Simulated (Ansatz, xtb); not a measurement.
Relative energy of two isomers of C4H4B2F2S

Structure I: `Bc1csc(B(F)F)c1`, a singlet. Structure II: `Bc1cc(B(F)F)cs1`, a singlet. Both are isolated molecules in the gas phase, relaxed with B3LYP/def2-SVP; the shapes shown needn't be the lowest conformers.

I (Å):

```xyz
13

C     0.8475    0.3130    0.5356
C     1.7135   -0.6668    0.0464
C    -0.5820   -0.9483   -0.8801
C    -0.4640    0.1223   -0.0168
B     1.2767    1.4120    1.5172
B    -1.8365   -1.4228   -1.6337
F    -2.9909   -0.7869   -1.4994
F    -1.8129   -2.4756   -2.4388
S     0.9649   -1.7600   -1.0291
H     0.4798    2.2316    1.9042
H     2.4175    1.4622    1.9084
H     2.7714   -0.7759    0.2889
H    -1.3087    0.7715    0.2237
```

II (Å):

```xyz
13

C    -0.5377    0.6994   -0.3904
C    -0.3178   -0.5978    0.0606
C     0.7560   -1.2833   -0.5771
C     1.3573   -0.4696   -1.5361
B    -1.5878    1.7051    0.0648
B     1.2127   -2.7262   -0.2692
F     2.2271   -3.2842   -0.9154
F     0.6083   -3.4615    0.6524
S     0.6338    1.0691   -1.6479
H    -2.3615    1.3856    0.9335
H    -1.6552    2.8044   -0.4265
H    -0.9318   -1.0434    0.8462
H     2.2012   -0.7358   -2.1742
```

Energies in hartree; the thermal terms are from GFN2-xTB frequencies at re-optimised GFN2-xTB minima (ideal gas, soft modes damped towards free rotors, one conformer each, 298.15 K, 1 atm) and include the zero-point energy:

|  | I | II |
| --- | --- | --- |
| E, CCSD(T)/def2-SVP | −800.520940 | −800.524273 |
| E, MP2/def2-SVP | −800.431768 | −800.435552 |
| E, MP2/def2-TZVPP | −801.355603 | −801.359265 |
| zero-point energy | 0.075005 | 0.075073 |
| H(298 K) − E | 0.085075 | 0.085111 |
| G(298 K) − E | 0.040305 | 0.040393 |

Q: Correct the CCSD(T) difference for the basis set by the MP2 change, then work out ΔE, ΔE₀, ΔH and ΔG for I → II in kcal/mol (1 Eh = 627.51 kcal/mol) and the equilibrium ratio [II]/[I].

A: 1. Differences II − I: CCSD(T) −0.003333, MP2 in the small set −0.003784, MP2 in the large set −0.003662 Eh.
2. ΔE = −0.003333 + (−0.003662 − (−0.003784)) = −0.003211 Eh = −2.01 kcal/mol.
3. ΔE₀ = ΔE + ΔZPE = −0.003211 + (+0.000068) Eh = −1.97 kcal/mol.
4. ΔH = ΔE + (+0.000036) Eh = −1.99 kcal/mol.
5. ΔG = ΔE + (+0.000088) Eh = −1.96 kcal/mol, so ΔS = (ΔH − ΔG)/T = −0.5 J/(mol K).
6. kT = 0.9442 mEh, so K = [II]/[I] = exp(−ΔG/kT) = exp(+3.31) ≈ 27.

Structure II is favoured at this temperature. An error of 1 kcal/mol in ΔG would change K by a factor of 5.4. Mirror images and further conformers aren't counted.

As drawn, both hold the same kinds of bond in the same numbers.

Other levels gave ΔE = −1.6 (GFN2-xTB); −1.3 (HF/STO-3G, GFN2-xTB geometries); −2.5 (r2SCAN-D4/def2-SVP, GFN2-xTB geometries); −2.3 (B3LYP/def2-SVP); −1.7 (HF/def2-SVP); −2.4 (MP2/def2-SVP); −2.1 (CCSD(T)/def2-SVP) kcal/mol. The correlated steps freeze 13 core orbitals. Programs: Ansatz 0.2.0, xtb 6.7.1.
